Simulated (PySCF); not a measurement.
PySCF input file for H3O3P, SMILES OP(O)O, B3LYP/pcJ-1. Geometry optimised at B3LYP-D3(BJ)/def2-SVP. One conformer was computed; it need not be the lowest.

```python
import numpy as np
from pyscf import gto, scf, dft
from pyscf.prop.ssc import rks as ssc

mol = gto.M(
    atom='''
    P    -0.00000000    0.00000000   -0.48969582
    O     1.15513412    0.85557341    0.32539728
    O    -1.31851536    0.57258878    0.32539728
    O     0.16338125   -1.42816220    0.32539728
    H     1.37661541    1.66612157   -0.15469914
    H    -2.13121131    0.35912313   -0.15469914
    H     0.75459589   -2.02524469   -0.15469914
    ''',
    basis='pcJ-1',
    charge=0,
    spin=0,
    max_memory=1600,
    verbose=3,
)
mf = dft.RKS(mol, xc='b3lyp')
mf.grids.level = 3
mf.conv_tol = 1e-10
mf.max_cycle = 100
mf.kernel()
j = ssc.SSC(mf)
j.with_fcsd = True
j.max_cycle_cphf = 80
j.conv_tol = 1e-7
e11 = j.kernel()
```

Output:

```
converged SCF energy = -566.660230772675
Reduced spin-spin coupling constant K (Hz)
               #0        #1        #2        #3        #4
        0 P    0.00000
        1 O  -85.89118   0.00000
        2 O  -85.90849   9.52470   0.00000
        3 O  -85.90426   9.51343   9.51112   0.00000
        4 H    1.35578  18.39497  -0.03949   1.02666   0.00000
        5 H    1.35586   1.02685  18.39459  -0.03940  -0.03152
        6 H    1.35579  -0.03947   1.02633  18.39586  -0.03152
               #5        #6
        5 H    0.00000
        6 H   -0.03151   0.00000
Spin-spin coupling constant J (Hz)
               #0        #1        #2        #3        #4
        0 P    0.00000
        1 O  147.25271   0.00000
        2 O  147.28239   5.46556   0.00000
        3 O  147.27515   5.45910   5.45777   0.00000
        4 H   17.13922 -77.83379   0.16709  -4.34406   0.00000
        5 H   17.14014  -4.34488 -77.83219   0.16670  -0.98331
        6 H   17.13931   0.16703  -4.34265 -77.83754  -0.98332
               #5        #6
        5 H    0.00000
        6 H   -0.98318   0.00000
```

The run converged.

Cost: around 90 core-seconds (rough).
